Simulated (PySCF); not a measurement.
# Correlation energy of Os (osmium, neutral)

[Xe] 4f14 5d7 6s1, high-spin 5F determinant (an excited configuration). Calculation: PySCF 2.14, in x2c-TZVPPall; the spin-free X2C one-electron Hamiltonian (Gaussian nucleus). Frozen: [Xe] 4f14; 8 electrons correlated.

```
  level  correlation energy (mhartree)
   CCSD                        -178.29
    (T)                          -7.62
CCSD(T)                        -185.91
```

Diagnostics: T1 = 0.011, D1 = 0.0338, largest double amplitude 0.031.

Spin-orbit coupling, absent here, splits the open shell strongly.

Cost of the coupled-cluster step: of the order of 12 core-seconds, for 8 correlated electrons.
